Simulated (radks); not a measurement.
Task: Charge is removed step by step from the 4p down level of the krypton ion Kr+, starting from [Ar] 3d10 4s2 4p(up 3, down 2). Level of theory: scalar-relativistic Kohn-Sham, PBE, spin-polarised, spherical densities, point nucleus (a radial shooting solver on a logarithmic mesh with Libxc functionals). At the starting occupation the eigenvalue is -19.080 eV. Estimate the energy to remove one whole electron from this level, the eigenvalue at the end, and how far E(n) bends from a straight line.

Result: Delta-SCF 24.377 eV; final eigenvalue -29.800 eV; the deviation from the straight line is -1.341 eV at 0.5 electron removed, the largest on the grid computed. Slater's transition state (half an electron removed) gives 24.352 eV. Integrating minus the eigenvalue over the occupation (Janak's theorem) gives 24.381 eV. In this scalar-relativistic scheme the density is built from large components alone, so the theorem holds only approximately. The mean slope of the eigenvalue, de/dn, is 10.7 eV per electron. Ionisation energy of Kr+ in the NIST Atomic Spectra Database: 24.360 eV (measured).
